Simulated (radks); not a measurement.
Results of a calculation; reference values are marked as such.
Question: These are the eigenvalues of the occupied orbitals of an atom or ion with whole-number occupations (Ry). Code: a radial shooting solver on a logarithmic mesh with Libxc functionals. Model: non-relativistic Kohn-Sham, PBE, spin-unpolarised, spherical densities, point nucleus.

1s: -209.7207
2s: -26.29840
2p: -21.97934
3s: -7.75892

Which element is it, and in what charge state? The configuration may be excited.

Answer: Z = 17, chlorine, charge +6: Cl6+ in [Ne] 3s1. The list shows which subshells hold electrons but not how many an open one holds; the 1s level, -104.86 hartree, gives Z - s = 14.5 by -(Z - s)^2/2, which with screening narrows Z to a few neighbours, and the depths of the outer levels then fix element, charge and occupations together.
